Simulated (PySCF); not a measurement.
Compound: C5H10Si.
Atom-mapped SMILES: `[CH2:1]1[CH2:2][CH:3]1[SiH:4]1[CH2:5][CH2:6]1` (hydrogens: H7, H8 on C1; H9, H10 on C2; H11 on C3; H12 on Si4; H13, H14 on C5; H15, H16 on C6)

The same species was optimised twice, with GFN2-xTB and with PBE0-D3(BJ)/def2-SVP (PySCF), and the same property calculations (PySCF, gas phase) were run on both structures.

| coordinate | GFN2-xTB | PBE0-D3(BJ)/def2-SVP | change |
| --- | --- | --- | --- |
| Si4–C5 (Å) | 1.882 | 1.857 | -0.025 |
| Si4–C6 (Å) | 1.882 | 1.857 | -0.025 |
| C3–Si4 (Å) | 1.874 | 1.856 | -0.018 |
| C5–C6 (Å) | 1.538 | 1.547 | +0.009 |
| C1–C3 (Å) | 1.503 | 1.511 | +0.008 |
| C2–C3 (Å) | 1.504 | 1.511 | +0.007 |
| C1–C2 (Å) | 1.491 | 1.492 | +0.001 |
| C3–Si4–C5 (°) | 119.5 | 121.6 | +2.1 |
| C3–Si4–C6 (°) | 119.4 | 121.5 | +2.1 |
| C2–C3–Si4 (°) | 119.5 | 120.8 | +1.3 |
| C1–C3–Si4 (°) | 119.6 | 120.8 | +1.2 |
| C5–Si4–C6 (°) | 48.2 | 49.3 | +1.1 |
| Si4–C6–C5 (°) | 65.9 | 65.4 | -0.5 |
| Si4–C5–C6 (°) | 65.9 | 65.4 | -0.5 |
| C1–C3–C2 (°) | 59.5 | 59.1 | -0.4 |
| C2–C3–Si4–C5 (°) | -174 | 180 | -6 |

Rotational constants: A = 7929, B = 1564, C = 1489 MHz (GFN2-xTB) against A = 7985, B = 1568, C = 1486 MHz (PBE0-D3(BJ)/def2-SVP). Atoms that the bonding makes alike are paired by their places after alignment.

On the GFN2-xTB structure: lowest singlet, TDDFT (eV) 6.33 [CAM-B3LYP/def2-SVPD]; lowest triplet, Tamm–Dancoff (eV) 5.21 [CAM-B3LYP/def2-SVPD]; isotropic polarisability (au) 83.4 [CAM-B3LYP/def2-SVPD]; HOMO (eV) -7.75 [CAM-B3LYP/def2-SVPD]; LUMO (eV) 1.43 [CAM-B3LYP/def2-SVPD]; dipole (D) 1.00 [CAM-B3LYP/def2-SVPD].

What do these properties become on the PBE0-D3(BJ)/def2-SVP structure?

| property | level | on GFN2-xTB | on PBE0-D3(BJ)/def2-SVP | change |
| --- | --- | --- | --- | --- |
| lowest singlet, TDDFT (eV) | CAM-B3LYP/def2-SVPD | 6.33 | 6.38 | +0.05 |
| lowest triplet, Tamm–Dancoff (eV) | CAM-B3LYP/def2-SVPD | 5.21 | 5.38 | +0.17 |
| isotropic polarisability (au) | CAM-B3LYP/def2-SVPD | 83.4 | 84.2 | +0.8 |
| HOMO (eV) | CAM-B3LYP/def2-SVPD | -7.75 | -7.81 | -0.06 |
| LUMO (eV) | CAM-B3LYP/def2-SVPD | 1.43 | 1.43 | 0.00 |
| dipole (D) | CAM-B3LYP/def2-SVPD | 1.00 | 1.04 | +0.04 |
| energy, GFN2-xTB geometry as zero (kcal/mol) | CAM-B3LYP/def2-SVPD | 0.0 | -1.4 | -1.4 |

The heavy atoms differ by 0.040 Å rms after alignment (one structure mirrored). Among bonds between heavy atoms Si4–C5 and Si4–C6 change most and about equally (-0.025 Å). Changes are differences of the printed values. Neither structure is proved a minimum here.

The values belong to the conformer `[CH2:1]1[CH2:2][CH:3]1[SiH:4]1[CH2:5][CH2:6]1`: C2–C3–Si4–C5 180°.
